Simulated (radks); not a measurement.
Problem. The table gives one normalised radial function P(r) = r R(r) of Si10+ in [He] 2s2 (r in bohr). Calculated with a radial shooting solver on a logarithmic mesh with Libxc functionals: non-relativistic Kohn-Sham, PBE, spin-unpolarised, spherical densities, point nucleus.

| r | P |
|---|---|
| 0.006908 | 0.6401 |
| 0.009666 | 0.8617 |
| 0.01342 | 1.1350 |
| 0.01863 | 1.4650 |
| 0.02586 | 1.8386 |
| 0.03618 | 2.2286 |
| 0.05023 | 2.5466 |
| 0.06973 | 2.7020 |
| 0.0968 | 2.5893 |
| 0.1355 | 2.1429 |
| 0.188 | 1.4650 |
| 0.261 | 0.7669 |
| 0.3624 | 0.2790 |
| 0.5071 | 0.0585 |
| 0.7039 | 0.0062 |
| 0.9771 | 0.0003 |
| 1.356 | 0.0000 |
| 1.898 | 0.0000 |
| 2.635 | 0.0000 |
| 3.658 | 0.0000 |

Which n and l does it have? It may be an empty orbital.

Solution. n = 1, l = 0: the number of nodes gives n - l - 1 = 0, the rise at small r (about r^(l+1)) gives l, and the extent must fit the shell. The curve is that of 1s. 1s: eigenvalue -2208.4 eV, 0 radial nodes, <r> = 0.111 bohr, 90 % of the charge inside 0.198 bohr.
